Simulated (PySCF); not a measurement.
Simulated absorption spectrum

Species: C7H12OSi.
Z-matrix (Å and degrees, PBE0-D3(BJ)/def2-SVP geometry), rows numbered from 1:
```
C 
C   1  1.5132
C   2  1.5172  1  113.21
O   2  1.4234  1  106.89  3  -121.49
C   4  1.3375  2  118.04  1  -154.14
C   5  1.3565  4  122.63  2  -169.69
C   6  1.4683  5  115.68  4  -177.08
C   7  1.3545  6  119.13  5     0.41
Si  8  1.8575  7  106.37  6     0.28
H   1  1.0995  2  110.61  3   -60.56
H   1  1.0993  2  110.53  3   178.99
H   1  1.1006  2  110.17  3    59.35
H   2  1.1089  1  108.90  3   121.92
H   3  1.1003  2  110.72  1    62.32
H   3  1.1008  2  110.11  1   -57.77
H   3  1.0998  2  111.00  1  -177.62
H   6  1.0933  5  122.61  4     2.33
H   7  1.0967  6  118.54  5  -179.35
H   8  1.0907  7  122.76  6  -179.40
H   9  1.4957  5  113.53  4   -64.19
H   9  1.4963  5  111.77  4    58.12
```

Method: TDDFT CAM-B3LYP/def2-SVPD, vertical, gas phase, core orbitals frozen in the response (PySCF).

Computed states:

```
state  E (eV)       f
   S1    3.89   0.098
   S2    5.65  0.0030
   S3    5.74  0.0027
   S4    5.82  0.0009
   S5    6.34  0.0016
   S6    6.49  0.0071
   S7    6.54  0.0034
   S8    6.59  0.0059
   S9    6.80   0.011
  S10    7.14   0.025
```

Broadening: Gaussians 0.25 eV wide at half height, area fixed by f = 4.319×10⁻⁹ ∫ε dν̃. The width is an assumption, not a result. The curve ends short of the highest state used, and states not computed would add to its high-energy end.

(1) Give the broadened spectrum and its maxima.

(2) On this curve, what absorbance would a 10⁻⁴ mol/L sample give at 308 nm over a 1 cm path?

(3) Coming from long wavelengths, where does ε first pass 100 L mol⁻¹ cm⁻¹?

Results:

(1) 
E (eV), ε (L mol⁻¹ cm⁻¹) and a bar:
```
     3.51         21 
     3.61        370 #
     3.72       3170 ##########
     3.82       8802 ###########################
     3.93       9714 ##############################
     4.03       4185 #############
     4.14        595 ##
     4.24         40 
     4.35          1 
     4.45          0 
     4.56          0 
     4.66          0 
     4.77          0 
     4.87          0 
     4.98          0 
     5.08          0 
     5.18          0 
     5.29          1 
     5.39         17 
     5.50        138 
     5.60        413 #
     5.71        608 ##
     5.81        440 #
     5.92        148 
     6.02         29 
     6.13         30 
     6.23        150 
     6.34        561 ##
     6.44       1265 ####
     6.54       1693 #####
```

Maxima: 319 nm (3.88 eV), ε about 11000, made up of S1 (100%); 217 nm (5.71 eV), ε about 610, made up of S2 (46%) and S3 (45%); 189 nm (6.54 eV), ε about 1700, made up of S6 (39%), S7 (22%) and S8 (34%) (ε in L mol⁻¹ cm⁻¹; maxima over ε = 5, shares over 10%).

(2) 308 nm is 4.025 eV, where ε is about 4400 L mol⁻¹ cm⁻¹, so A = ε c l ≈ 0.44 (Beer–Lambert, with the gas-phase spectrum and the assumed width).

(3) At about 348 nm (3.56 eV), 0.32 eV below S1.

The vertical ionisation energy (ΔSCF) is 7.67 eV, 0.52 eV above S10.

One conformer stands for the species.
